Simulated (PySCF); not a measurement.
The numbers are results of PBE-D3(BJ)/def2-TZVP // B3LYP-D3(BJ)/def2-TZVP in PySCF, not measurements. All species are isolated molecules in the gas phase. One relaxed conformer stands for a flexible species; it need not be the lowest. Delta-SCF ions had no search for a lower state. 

Reference species (SMILES): `C(/O)=B\[H]` (B–C–O–H torsion 0°) (neutral, multiplicity 1).

```yaml
HOMO: -4.73 eV
vertical ionisation energy (Delta-SCF): 8.28 eV
```

Changed species: `B(O)=C` (C–B–O–H torsion 180°).

Question: What does the change do to the HOMO and vertical ionisation energy (Delta-SCF)?

Answer: the HOMO falls by 0.25 eV, to -4.98 eV; the vertical ionisation energy (Delta-SCF) increases by 0.32 eV, to 8.60 eV.
